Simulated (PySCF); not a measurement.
PBE0 on Ti- (titanium, charge -1), [Ar] 3d3 4s2, high-spin 4F determinant. Computed with PySCF 2.14 in aug-cc-pwCVTZ-DK, with scalar relativity by spin-free X2C-1e.

```
cycle= 1 E= -853.531723319515  delta_E= -0.0176  |g|= 0.0194  |ddm|= 3.16
cycle= 2 E= -853.533507377529  delta_E= -0.00178  |g|= 0.0102  |ddm|= 0.754
cycle= 3 E= -853.533937364075  delta_E= -0.00043  |g|= 0.0128  |ddm|=  0.4
cycle= 4 E= -853.534049446903  delta_E= -0.000112  |g|= 0.00403  |ddm|= 0.0423
cycle= 5 E= -853.534102350572  delta_E= -5.29e-05  |g|= 0.000873  |ddm|= 0.103
cycle= 6 E= -853.534106280234  delta_E= -3.93e-06  |g|= 0.00047  |ddm|= 0.0288
cycle= 7 E= -853.53410650047  delta_E= -2.2e-07  |g|= 5.53e-05  |ddm|= 0.0033
cycle= 8 E= -853.534106504756  delta_E= -4.29e-09  |g|= 5.31e-06  |ddm|= 0.000452
cycle= 9 E= -853.534106504791  delta_E= -3.43e-11  |g|= 8.63e-07  |ddm|= 7.47e-05
converged SCF energy = -853.534106504791  <S^2> = 3.7932651  2S+1 = 4.0215744
```

Highest occupied orbital energy: 0.897 eV; ⟨L²⟩ = 12.01; populations by l: s 8.00, p 12.00, d 3.00, f 0.00.

Task: Can this result be used?

Result: With care. Self-consistency was reached. At PBE0 the highest occupied level has a positive energy, so only the finite basis holds that electron; in a semilocal or global hybrid functional this comes from self-interaction and does not mean that the real anion is unbound.
